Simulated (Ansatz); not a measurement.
```yaml
crystal:
  periodic: [false, false, false]
  atoms:
    - {symbol: F, position_ang: [-2.757290, 1.890774, -0.261612]}
    - {symbol: C, position_ang: [-1.042325, 1.985124, -0.150027]}
    - {symbol: F, position_ang: [-1.099531, 2.698519, 0.947992]}
    - {symbol: F, position_ang: [-1.170393, 3.479060, -0.912827]}
    - {symbol: C, position_ang: [-0.810757, 0.564658, -0.141026]}
    - {symbol: C, position_ang: [-0.479493, 0.344066, 1.061431]}
    - {symbol: C, position_ang: [1.086328, -0.705529, 0.389764]}
    - {symbol: C, position_ang: [1.529872, -1.566692, 1.240265]}
    - {symbol: F, position_ang: [1.953829, -0.786159, 2.365505]}
    - {symbol: F, position_ang: [1.363915, -2.859535, 1.502617]}
    - {symbol: F, position_ang: [2.905258, -1.351236, 0.571593]}
    - {symbol: O, position_ang: [0.570610, -1.477241, -0.740870]}
    - {symbol: B, position_ang: [-0.407771, -0.836956, -1.584079]}
    - {symbol: Cl, position_ang: [-1.949851, -2.114696, -1.423856]}
    - {symbol: Cl, position_ang: [-0.347530, -0.824115, -3.385315]}
    - {symbol: O, position_ang: [-1.249468, 0.244920, -1.243547]}
    - {symbol: H, position_ang: [0.146737, 0.684439, 1.630043]}
basis:
  gaussian: {orbitals: def2-TZVP, final_grid: {core_spheres: 5, valence_spheres: 4, degree: 11}, nuclear_model: gaussian}
total_charge: -1
magnetization: {spin_polarized: true, initial_magnetization: 1}
hamiltonian: {xc: {name: BHLYP}, dispersion: d3bjatm}
accuracy: high
relax: {f_tol: 0.001, max_steps: 1}
output: {forces: true}
```

```sh
$ ansatz run in.yaml --threads 11 --pin off --events-out ev --progress --plain --max-ram 110592MiB --backend cuda --devices 0, --max-vram 75GiB
```

Output, abridged:

```
Functional definition: BHLYP
10005 factors; integrals over basis functions are off by at most 2.4e-9 eV
mean field evaluation 1: about -51297.0444 eV, gradient 5.4e1 eV
mean field evaluation 2: about -51283.8484 eV, gradient 8.5e1 eV
mean field evaluation 4: about -51307.9647 eV, gradient 5.1e0 eV
mean field evaluation 8: about -51308.0663 eV, gradient 9.9e-1 eV
mean field evaluation 16: about -51308.0729 eV, gradient 4.5e-2 eV
mean field evaluation 32: about -51308.0740 eV, gradient 6.3e-4 eV
mean field evaluation 64: about -51308.0740 eV, gradient 1.9e-7 eV
mean field -51308.07397524 eV, -1885.5369407283 hartree, gradient 8.9e-8 eV, S^2 0.781467; 2 other end points of the search recorded, 0 dependent functions left out
reference -51308.07400847 eV, -1885.5369419496 hartree; 71, 70 occupied and 443, 444 virtual orbitals, 10005 factors
relax step   1: F+E_penalty+E_count = -51308.82942939 eV  Δ(F+E_penalty+E_count) = +0.000e0 eV  max|allowed force component| = 1.149e1 eV/Å  Δτ_max = 0.0000 Å  (129 SCF iters, accepted)
Error: geometry relaxation did not converge after 1 steps: max|allowed force component| = 1.15e1 eV/Å (threshold 1.0e-3). Raise `relax.max_steps` over both its present limit and 1, loosen `relax.f_tol`, or start from a geometry closer to equilibrium. Where this run's directory can be resumed (`checkpoint.write`), a resume goes on for up to `relax.max_steps` more
```

In this input the relaxation is allowed too few steps for its threshold. The run did not converge.
